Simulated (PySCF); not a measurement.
## Krypton: a sound run and one with changed settings

Sound run: Kr⁺ [Ar] 3d10 4s2 4p5, Kr²⁺ [Ar] 3d10 4s2 4p4. All numbers are calculated (PySCF 2.14, scalar relativity by spin-free X2C-1e, in Sapporo-DKH3-DZP-2012). In the sound run the correlated levels freeze [Ar] 3d10. The sound run starts from symmetry-adapted Hartree-Fock orbitals and uses a fine grid where one is needed.

Changed run: no relativity, point nucleus. This setting is unsound on purpose.

| species | method | sound run (hartree) | changed run (hartree) | converged |
| --- | --- | --- | --- | --- |
| Kr⁺ | UHF | -2787.62818 | -2727.24614 | yes |
| Kr⁺ | PBE0 | -2789.14865 | -2728.80850 | yes |
| Kr⁺ | M06-2X | -2789.60190 | -2729.29008 | yes |
| Kr⁺ | MP2 | -2787.72815 | -2727.34633 | yes |
| Kr⁺ | CCSD(T) | -2787.74333 | -2727.36211 | yes |
| Kr²⁺ | UHF | -2786.77248 | -2726.38906 | yes |
| Kr²⁺ | PBE0 | -2788.25185 | -2727.91004 | yes |
| Kr²⁺ | M06-2X | -2788.71145 | -2728.39796 | yes |
| Kr²⁺ | MP2 | -2786.85048 | -2726.46776 | yes |
| Kr²⁺ | CCSD(T) | -2786.86697 | -2726.48518 | yes |

Ionisation energy of Kr⁺:

```json
{"method": "UHF", "sound run (eV)": "23.285", "changed run (eV)": "23.322"}
{"method": "PBE0", "sound run (eV)": "24.403", "changed run (eV)": "24.448"}
{"method": "M06-2X", "sound run (eV)": "24.230", "changed run (eV)": "24.276"}
{"method": "MP2", "sound run (eV)": "23.883", "changed run (eV)": "23.907"}
{"method": "SCS-MP2", "sound run (eV)": "23.853", "changed run (eV)": "23.876"}
{"method": "CCSD", "sound run (eV)": "23.839", "changed run (eV)": "23.855"}
{"method": "CCSD(T)", "sound run (eV)": "23.847", "changed run (eV)": "23.862"}
```

Most of the change in total energy is the relativistic energy itself. On top of that the contraction fixes the core shape for the Hamiltonian it was made with, so the changed run is not a good calculation with the other Hamiltonian either.

For comparison, NIST gives 24.360 eV between the lowest levels.
